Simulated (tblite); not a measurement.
Here is a computed GFN2-xTB geometry (Å):
```
atom  x, y, z in Å
C1     2.881    0.388   -1.140
C2     2.205   -0.198   -0.169
C3     1.355    0.527    0.825
C4    -0.088    0.008    0.837
C5    -0.204   -1.460    1.126
C6    -1.045   -2.068    0.305
C7    -1.651   -1.101   -0.654
Cl8   -3.354   -0.775   -0.131
C9    -0.796    0.155   -0.525
Si10  -1.755    1.788   -0.747
H11    2.863    1.457   -1.277
H12    3.488   -0.171   -1.832
H13    2.235   -1.274   -0.053
H14    1.783    0.388    1.823
H15    1.350    1.595    0.603
H16   -0.633    0.554    1.619
H17    0.340   -1.922    1.933
H18   -1.335   -3.104    0.324
H19   -1.746   -1.470   -1.676
H20   -0.023    0.083   -1.298
H21   -2.614    1.688   -1.923
H22   -0.752    2.837   -0.964
H23   -2.512    2.100    0.462
```

Neutral, closed shell.

**Question.** Which heavy atoms are bonded, and with what formal order?

**Answer.** C1–C2 1.32 Å (double); C2–C3 1.50 Å (single); C3–C4 1.53 Å (single); C4–C5 1.50 Å (single); C5–C6 1.32 Å (double); C6–C7 1.49 Å (single); C7–Cl8 1.81 Å (single); C7–C9 1.53 Å (single); C9–Si10 1.91 Å (single); C4–C9 1.54 Å (single). Bonds to hydrogen (Å): C1–H11 1.08; C1–H12 1.08; C2–H13 1.08; C3–H14 1.09; C3–H15 1.09; C4–H16 1.10; C5–H17 1.08; C6–H18 1.08; C7–H19 1.09; C9–H20 1.10; Si10–H21 1.46; Si10–H22 1.47; Si10–H23 1.46.

**Question.** Give the structure as a SMILES string.

**Answer.** `C=CC[C@@H]1C=C[C@@H](Cl)[C@H]1[SiH3]`, C8H13ClSi. Among its features: C=C double bond, C–Cl bond, Si–H bond and C–Si bond.

**Question.** Name the point group.

**Answer.** C1 (no symmetry element, even within 0.4 Å).

**Question.** Which rings does it hold (smallest set)?

**Answer.** C4–C5–C6–C7–C9 (5 members, 0.09 Å rms from planarity).

**Question.** Describe the place of each heavy atom.

**Answer.** C1: terminal =CH2 carbon; C2: alkene CH carbon; C3: allylic carbon; C4: allylic carbon; C5: alkene CH carbon; C6: alkene CH carbon; C7: sp3 C–Cl carbon; Cl8: alkyl chlorine; C9: sp3 carbon bound to silicon; Si10: SiH3 silicon.

**Question.** What is the arrangement about C6?

**Answer.** It has 3 neighbours (C5, C7, H18) and is planar (angles 127.0°, 121.8° and 111.1°, sum 359.9°, 0.02 Å off the plane of its three neighbours).

**Question.** What is the arrangement about C1?

**Answer.** It has 3 neighbours (C2, H11, H12) and is planar (angles 122.1°, 121.6° and 116.2°, sum 360.0°, 0.00 Å off the plane of its three neighbours).
